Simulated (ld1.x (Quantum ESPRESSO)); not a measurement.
iodine, ultrasoft: configuration errors across variants

ld1.x (Quantum ESPRESSO) 7.5 input, shortened:

```
&input
   title='I', zed=53., rel=0, dft='PZ', iswitch=3,
   config='[Kr] 4d10 5s2 5p5'
 /
 &inputp
   pseudotype=3, tm=.true., lloc=-1, rcloc=1.30,
   nlcc=.false.,
   which_augfun='PSQ', rmatch_augfun_nc=.true.
 /
6
5S  1  0   2.00   0.00  1.65  1.95  0.0
5S  1  0   0.00  -0.65  1.65  1.95  0.0
5P  2  1   5.00   0.00  2.05  2.35  0.0
5P  2  1   0.00   2.40  2.05  2.35  0.0
4D  3  2  10.00   0.00  0.65  0.90  0.0
4D  3  2   0.00  -3.45  0.65  0.90  0.0
 &test
   configts(1)='4d10 5s2 5p5'
 /
```

All-electron excitation energies from the reference (eV): (1) 4d10 5s2 5p4 11.332; (2) 4d10 5s2 5p3 31.354; (3) 4d10 5s2 5p2 60.838; (4) 4d10 5s2 5p5.3 -1.847; (5) 4d10 5s2 5p4.5 4.635.

Tests that are not counted but printed errors over 1 eV. “wave 5p channel at 2.4 Ry: rcut 2.05, rcutus 2.35 bohr becomes 5p channel at 1.89 Ry: rcut 2.05, rcutus 2.35 bohr”: 4d10 5s2 5p1 (pseudo-atom not self-consistent, printed error +1.4 eV).

4 further variants failed, have other tests or another functional or relativity, and are left out.

A true bound ghost makes a file unfit for plane-wave use even where its test errors are small: the radial tests pick states by their node count and pass the ghost by. Where a test does run into it, the solver fails or the error is huge.

Errors AE − PS in meV (a dash: test not solved or not reliable):

| change | (1) | (2) | (3) | (4) | (5) | bound ghosts |
| --- | --- | --- | --- | --- | --- | --- |
| base | +1.3 | +5.9 | +16 | +0.1 | +0.3 | s |
| wave 5p channel at 2.4 Ry: rcut 2.05, rcutus 2.35 bohr becomes 5p channel at 1.89 Ry: rcut 2.05, rcutus 2.35 bohr | +1.2 | +5.7 | +17 | +0.1 | +0.3 | s |
| core correction a·sin(br)/r model core inside 0.60 bohr | +0.9 | +3.4 | +5.7 | +0.1 | +0.3 | s |
| local potential all-electron potential smoothed inside 2.28 bohr (lloc = -1) | +0.4 | +2.2 | +8.2 | 0.0 | +0.1 | none |
| local potential all-electron potential smoothed inside 1.20 bohr (lloc = -1) | -0.1 | +0.7 | +6.0 | 0.0 | 0.0 | s, p |
| waves 4d (bound): rcut 0.65, rcutus 0.82 bohr; 4d channel at -3.45 Ry: rcut 0.65, rcutus 0.82 bohr | +1.3 | +5.9 | +16 | +0.1 | +0.3 | s |

Question: Give the same row for: waves 5p (bound): rcut 2.05, rcutus 3.32 bohr; 5p channel at 2.4 Ry: rcut 2.05, rcutus 3.32 bohr.

Answer: +6.8, +26, +53, +0.6, +1.8; bound ghosts: s.
